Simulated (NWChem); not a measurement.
All runs are NWChem calculations. System: ClTl, charge 0, spin multiplicity 1, at a geometry optimised with PBE0/def2-SVP with def2 effective core potentials on Tl. The structure started from a generated list of species. Level: B3LYP/def2-SVPD with def2 effective core potentials on Tl, VWN1-RPA local correlation.

The NWChem input:

```
start mol
memory heap 200 mb stack 900 mb global 1100 mb
geometry units angstroms nocenter noautoz
  Tl     0.000000     0.000000    -0.437060
  Cl     0.000000     0.000000     2.082462
  symmetry group C2v
end
basis spherical
  * library def2-svpd
end
ecp
  Tl library def2-ecp
end
dft
  xc b3lyp
  semidirect memsize 60000000 filesize 0
  iterations 100
end
property
  dipole
  response 1 0.0
end
task dft property
```

Output (cleaned and shortened):

```
             Northwest Computational Chemistry Package (NWChem) 7.3.0
             --------------------------------------------------------

                                NWChem Input Module
                                -------------------

 Scaling coordinates for geometry "geometry" by  1.889725989
 (inverse scale =  0.529177249)

 Turning off AUTOSYM since
 SYMMETRY directive was detected!

                             Geometry "geometry" -> ""
                             -------------------------

 Output coordinates in angstroms (scale by  1.889725989 to convert to a.u.)

  No.       Tag          Charge          X              Y              Z
 ---- ---------------- ---------- -------------- -------------- --------------
    1 Tl                  81.0000     0.00000000     0.00000000    -0.43706000
    2 Cl                  17.0000     0.00000000     0.00000000     2.08246200

 Effective nuclear repulsion energy (a.u.)     289.2124267510

            Nuclear Dipole moment (a.u.)
            ----------------------------
        X                 Y               Z
 ---------------- ---------------- ----------------
     0.0000000000     0.0000000000    -0.0000113384

      Symmetry information
      --------------------

 Group name             C2v
 Group number             16
 Group order               4
 No. of unique centers     2

      Symmetry unique atoms

     1    2


 Summary of "ao basis" -> "" (spherical)
 ------------------------------------------------------------------------------
       Tag                 Description            Shells   Functions and Types
 ---------------- ------------------------------  ------  ---------------------
 *                         def2-svpd                  on all atoms

                                 NWChem DFT Module
                                 -----------------

 Summary of "ao basis" -> "ao basis" (spherical)
 ------------------------------------------------------------------------------
       Tag                 Description            Shells   Functions and Types
 ---------------- ------------------------------  ------  ---------------------
[...]
     2   0 0 2    -35.618784   -156.606781   -156.606781    277.594777

 *** CALLING NEW AORESP DRIVER FOR CLOSED AND OPEN SHELLS ***
 Entering AOResponse driver routine

--------------------------------------------------------------------------------

          ****************
          *** RESPONSE ***
          ****************

 Response module for NWChem and dynamic CPKS solver

          -----------------------------------------------
          Solving response equations for perturbing field
          -----------------------------------------------

 number of frequencies:     1
 frequency in a.u.:  0.0000000E+00
 Perturbing field: electric
 Using El. Dipole Length Gauge

 Setting up CPKS with frequency omega =      0.00000000 a.u.

 STATIC response

                                NWChem CPHF Module
                                ------------------

  scftype          =     RHF
  nclosed          =       19
  nopen            =        0
  variables        =      760
  # of vectors     =        3
  tolerance        = 0.10D-03
  level shift      = 0.00D+00
  max iterations   =       50
  max subspace     =       30

  int2e_file: Failed to allocate cache ... halving
 SCF residual:    2.6272199465289563E-004

Iterative solution of linear equations
  No. of variables      760
  No. of equations        3
  Maximum subspace       30
        Iterations       50
       Convergence  1.0D-04

   iter   nsub   residual    time
   ----  ------  --------  ---------
     1      3    5.22D+00       3.7
     2      6    2.75D+00       5.2
     3      9    3.10D-01       6.9
     4     12    6.75D-02       9.0
     5     15    1.05D-02      10.4
     6     18    1.83D-03      12.7
     7     21    5.28D-04      14.9
     8     24    3.71D-05      17.2

 Electric Dipole Response Matrix (nonzero elements):

              1        2        3
    1   42.8396  -0.0000  -0.0000
    2   -0.0000  42.8396  -0.0000
    3   -0.0000  -0.0000  77.4824

 ------------------------------------------
 average:        54.38717 + I       0.00000

 DFT Linear Response polarizability / au
 Frequency  =       0.0000000 / au
 Wavelength = -999999.0000000 / nm
              X              Y              Z
 -----------------------------------------------
 X      42.8395624     -0.0000001     -0.0000000
 Y      -0.0000001     42.8395624     -0.0000000
 Z      -0.0000000     -0.0000000     77.4823868
 -----------------------------------------------
 Eigenvalues =      42.8395623     42.8395625     77.4823868
 Isotropic   =      54.3871705
 Anisotropic =      34.6428245
 -----------------------------------------------

 Magnetic Dipole Response Matrix (nonzero elements):
 Optical rotation tensor Beta

 *** static G'=0. Use GPRIME input with finite omega
 *** or better ORBETA without GPRIME for small or zero freq.

 zero matrix

 ------------------------------------------
 average:         0.00000 + I       0.00000

 Exiting AOResponse driver routine

          -------------
          Dipole Moment
          -------------

 Center of charge (in au) is the expansion point
         X =       0.0000000 Y =       0.0000000 Z =       1.3040897

   Dipole moment        1.8657818060 A.U.
             DMX        0.0000000928 DMXEFC        0.0000000000
             DMY       -0.0000000149 DMYEFC        0.0000000000
             DMZ       -1.8657818060 DMZEFC        0.0000000000
   -EFC- dipole         0.0000000000 A.U.
   Total dipole         1.8657818060 A.U.

   Dipole moment        4.7423801610 Debye(s)
             DMX        0.0000002359 DMXEFC        0.0000000000
             DMY       -0.0000000378 DMYEFC        0.0000000000
             DMZ       -4.7423801610 DMZEFC        0.0000000000
   -EFC- dipole         0.0000000000 DEBYE(S)
   Total dipole         4.7423801610 DEBYE(S)

 1 a.u. = 2.541766 Debyes

 Task  times  cpu:       17.2s     wall:       17.2s

 Total times  cpu:       17.2s     wall:       17.2s
```
